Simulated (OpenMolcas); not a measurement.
**V2+: effect of the metal basis**

V2+ with its 6 nearest fluoride ions at 2.074 Å, on the Zn site of KZnF3 (a = 4.054 Å, distance in the model lattice 2.027 Å). The rest of the host is ab initio model potentials to 7.6 Å and point charges beyond; the distance is set by hand and nothing relaxes.

```json
{"Program": "OpenMolcas", "Method": "CASSCF", "Spin-orbit coupling": "state interaction with AMFI integrals over the reference wave functions"}
```

Fixed: ligand basis ANO-RCC-VDZP, active space 3 electrons in 5 orbitals (3d), DKH2 Hamiltonian.

States (labels of O, the rotations of Oh). Energies in cm-1 above the lowest state or level, χT in cm3 K/mol; 10Dq and B are least-squares fits to the states below 45000 cm-1, weighted by degeneracy, with a free offset, and given where the rms deviation is under 5 % of |10Dq| (or 100 cm-1) and under 700 cm-1.

```tsv
Run	Metal basis	Ground state	First state of that spin	10Dq	B (rms of fit)	First gap with spin-orbit (degeneracies)	χT at 300 K	First state of another spin	Cost
A	ANO-RCC-VDZP	4A2	4T2 11679	12123	935 (190)	11610 (4, 2)	1.854	2E 16748	roughly 21 core-seconds
B	ANO-RCC-VTZP	4A2	4T2 11198	11696	935 (189)	11130 (4, 2)	1.855	2E 16739	roughly 60 core-seconds
```

Against A, |10Dq| changes by -3.5 % in B.

Costs are those of the RASSCF and RASSI steps.

Without dynamic correlation the repulsion within the d shell is too large (B by tens of per cent), so at a given field states of lower spin stand too high. Ligand-to-metal charge-transfer states are missing. With no ligand orbital active B as a rule stays too high, so bands that hang on it stand too high and its fall with covalency is understated. With metal d orbitals alone and no dynamic correlation 10Dq can be off by a tenth to a fifth, either way, in oxide and fluoride hosts. No measured value stands beside these numbers; the geometry was set by hand and not optimised.
